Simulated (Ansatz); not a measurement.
Geometry optimisation, Ansatz, RHF/def2-SVP.

Input:

```yaml
crystal:
  periodic: [false, false, false]
  atoms:
    - { symbol: B, position_ang: [0.052224, -0.188865, -0.195289] }
    - { symbol: F, position_ang: [-0.080814, -0.655763, 1.039099] }
    - { symbol: "N", position_ang: [1.285804, -0.227567, -0.8399] }
    - { symbol: H, position_ang: [2.119042, -0.545549, -0.393929] }
    - { symbol: H, position_ang: [1.404024, 0.108708, -1.771493] }
    - { symbol: F, position_ang: [-1.045575, 0.17149, -0.826421] }
    - { symbol: O, position_ang: [0.039285, 2.000717, 1.233053] }
    - { symbol: H, position_ang: [0.860352, 2.329848, 1.56896] }
    - { symbol: H, position_ang: [-0.232142, 1.303582, 1.84932] }
basis:
  gaussian: { orbitals: def2-SVP }
hamiltonian:
  xc: hf
relax:
  f_tol: 0.03
  max_steps: 50
```

Command:

```bash
$ ansatz run input.yaml --threads 1 --pin off --max-ram 2048MiB --backend cpu --events-out ev --progress --plain --runs-dir out
```

Problem. Where does it end, and by what steps?

Solution. The forces met the threshold. The force dipped under the threshold on the way, but the program's further checks kept it going. After 26 steps the energy has fallen by 0.107 eV; H9 moved furthest, 1.22 Å.

```
step  energy less start (eV)  largest force component (eV/Å)  accepted
   0                  0.0000                           1.063       yes
   1                 -0.0453                           0.308       yes
   2                 -0.0426                           0.420        no
   3                 -0.0490                           0.170       yes
   4                 -0.0504                           0.182       yes
   5                 -0.0526                           0.061       yes
   6                 -0.0534                           0.179       yes
   7                 -0.0502                           0.608        no
   8                 -0.0555                           0.042       yes
   9                 -0.0562                           0.349       yes
  10                 -0.0576                           0.487       yes
  11                 -0.0655                           0.137       yes
  12                 -0.0695                           0.088       yes
  13                 -0.0812                           0.044       yes
  14                 -0.0814                           0.033       yes
  15                 -0.0924                           0.205       yes
  16                 -0.0926                           0.183       yes
  17                  0.0092                           2.293        no
  18                 -0.0999                           0.095       yes
  19                 -0.1041                           0.067       yes
  20                 -0.0996                           0.598        no
  21                 -0.1059                           0.046       yes
  22                 -0.1056                           0.260        no
  23                 -0.1068                           0.012       yes
  24                 -0.1072                           0.067       yes
  25                 -0.1065                           0.173        no
  26                 -0.1073                           0.002       yes
```

```xyz
9
Properties=species:S:1:pos:R:3
B 0.242 -0.273 -0.075
F 0.390 -0.784 1.136
N 1.272 -0.304 -1.006
H 2.192 -0.611 -0.769
H 1.185 0.111 -1.909
F -0.959 0.183 -0.390
O 0.331 2.134 1.373
H 0.333 1.604 2.156
H -0.582 2.237 1.147
```

Run time: 55 s on 1 thread of Arm Neoverse V1, with other jobs on the host, peak memory 0.16 GiB.
